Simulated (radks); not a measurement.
Question: The mean radii <r> (bohr) of the occupied orbitals of an atom or ion are listed with their occupations. All-electron calculation, scalar-relativistic Kohn-Sham, PBE, spin-polarised, spherical densities, point nucleus. Program: a radial shooting solver on a logarithmic mesh with Libxc functionals.

| orbital | occ. | <r> |
|---|---|---|
| 1s up | 1 | 0.1765 |
| 1s down | 1 | 0.1759 |
| 2s up | 1 | 0.9091 |
| 2s down | 1 | 0.9366 |
| 2p up | 3 | 0.8811 |

Name the element and its charge.

Answer: Z = 9, fluorine, charge +2: F2+ in [He] 2s2 2p(up 3, down 0). The 1s radius gives Z: for a bare nucleus <r> = (2 gamma + 1)/(2Z) with gamma = sqrt(1 - (Z/c)^2), 0.1664 bohr for Z = 9, and screening makes it slightly larger (0.1765 here). The occupations add up to 7, and the charge is Z minus that.
